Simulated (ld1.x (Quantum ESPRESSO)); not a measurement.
**sulfur: one change to a TM potential, before and after**

```json
{
 "Element": "sulfur",
 "Generator": "ld1.x (Quantum ESPRESSO) 7.5",
 "Type": "norm-conserving Troullier–Martins (Kleinman–Bylander form)",
 "Functional": "LDA (PZ)",
 "Relativity": "scalar-relativistic",
 "Frozen core": "[Ne]",
 "Valence charge": "6",
 "Reference configuration": "3s2 3p4",
 "Partial waves": "3s (bound): rc 1.05 bohr; 3d channel at 0.45 Ry: rc 1.15 bohr; 3p (bound): rc 1.05 bohr",
 "Local potential": "the p channel",
 "Core correction": "a·sin(br)/r model core, default radius (core density twice the valence density)"
}
```

Change: wave 3p (bound): rc 1.05 bohr becomes 3p (bound): rc 1.24 bohr.

Cutoffs: the cutoffs (Ry, on a coarse ladder) from which the occupation-weighted sum of valence levels, in a spherical-Bessel basis at the reference potential, stays within 10 and 1 mRy of its value at 400 Ry; they do not see the model core or the augmentation charge, which bear on the density cutoff. Errors are all-electron minus pseudo energies relative to the spin-unpolarised reference configuration.

Task: Predict the effect on cutoff, ghosts and configuration errors.

Result: The potential gets softer (110 Ry and 230 Ry → 100 Ry and 200 Ry); of the 9 tests that both files solve, the error grows in 2 and shrinks in 6 by more than 15 % and 0.3 meV (median size 11.7 → 7.3 meV); neither file shows a bound ghost. A larger radius leaves more room for a smooth pseudo-wave, so fewer plane waves are needed.

| quantity | base | changed |
| --- | --- | --- |
| cutoff, loose | 110 Ry | 100 Ry |
| cutoff, tight | 230 Ry | 200 Ry |
| loose cutoff by channel (10 mRy a level) | s 60 Ry, p 90 Ry | s 60 Ry, p 12 Ry |
| bound ghosts | none | none |
| error for 3s2 3p3, meV [ΔE 11.86 eV] | +6.1 | +3.8 |
| error for 3s2 3p2, meV [ΔE 34.24 eV] | +37 | +27 |
| error for 3s2 3p1, meV [ΔE 68.39 eV] | +108 | +89 |
| error for 3s2 3p0, meV [ΔE 115.38 eV] | +220 | +213 |
| error for 3s1 3p4, meV [ΔE 22.66 eV] | +13 | +5.1 |
| error for 3s2 3p3.5, meV [ΔE 4.71 eV] | +1.1 | +0.6 |
| error for 3s1 3p5, meV [ΔE 10.24 eV] | +1.7 | -1.0 |
| error for 3s2 3p4 (spin-polarised), meV [ΔE -0.71 eV] | +3.1 | +7.3 |
| error for 3s2 3p3 (spin-polarised), meV [ΔE 9.90 eV] | +12 | +24 |
